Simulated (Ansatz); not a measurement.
Saddle point of SiNH5F2, closed shell (SiNH₃F₂ ([NH2][SiH]([F])[F]) + H₂ → SiH₂F₂ ([F][SiH2][F]) + NH₃; bonds formed: Si1–H7, N2–H6; bonds broken: Si1–N2, H6–H7), PBE0-D4/def2-TZVP structure:

```xyz
9
angstrom
Si -0.7028 -0.3103 -0.1216
N 1.0623 0.2213 -0.0525
F -0.4728 -1.6539 -1.0004
F -1.2343 -1.0108 1.2089
H -1.5521 0.4227 -1.0757
H 0.3782 1.1117 0.4492
H -0.6797 1.2103 0.8127
H 1.5950 -0.2225 0.6884
H 1.6060 0.2318 -0.9090
```

Energies are electronic, without zero-point energy. Barriers and step energies count from the start structure reached by relaxing down the imaginary mode; all methods use the PBE0-D4 structures, on which another method's saddle can fall below an end. Program: Ansatz 0.2.0. Basis: def2-TZVPP, with def2-QZVPP for the basis limit. Cores are frozen in the correlated methods. B3LYP uses VWN-RPA correlation. Extrapolation: Hartree–Fock as exp(−7.88 √X), correlation as X^−2.97.

| method | barrier (kJ/mol) | step energy (kJ/mol) |
| --- | --- | --- |
| SPW92 | 136.6 | 11.3 |
| PBE-D4 | 173.9 | 24.3 |
| BLYP-D4 | 200.1 | 35.3 |
| r2SCAN-D4 | 188.3 | 30.8 |
| B97M-V | ? | 30.8 |
| PBE0-D4 | 186.5 | 24.8 |
| B3LYP-D4 | 207.0 | 34.0 |
| r2SCAN0-D4 | 196.5 | 30.0 |
| BHLYP-D4 | ? | 33.4 |
| CAM-B3LYP-D4 | ? | 32.4 |
| wB97X-V | 204.4 | 28.6 |
| wB97M-V | 203.0 | 29.3 |
| B2PLYP | 213.2 | 34.3 |
| PBE-QIDH | 201.7 | 28.1 |
| RPA on PBE | 212.2 | 28.6 |
| HF | 267.3 | 43.1 |
| MP2 | 214.2 | 35.4 |
| CCSD | 220.6 | 31.5 |
| CCSD(T) | 213.3 | 30.9 |

(1) Fill in the withheld barriers. (Judge from chemistry; the value comes from the calculation.)

T1 diagnostic: at most 0.012.

## Answers

(1) By the calculation: B97M-V 194.2; CAM-B3LYP-D4 207.2; BHLYP-D4 222.0 kJ/mol. Each is the energy of the saddle less that of the start structure, by the same method.

For comparison, the barrier by CCSD(T) at an estimated basis limit (MP2 extrapolated from triple and quadruple zeta, plus CCSD(T) − MP2 in triple zeta) is 213.5 kJ/mol.

Labels in which every atom is bracketed show which atoms are joined, not bond orders.

For scale, one of the runs: CCSD(T)/def2-TZVPP, 205 basis functions (an equivalent command: `ansatz run in.yaml --threads 4`). Time: 56 s of wall clock on 4 CPU threads; the host was shared. Peak host memory: 2.8 GiB.
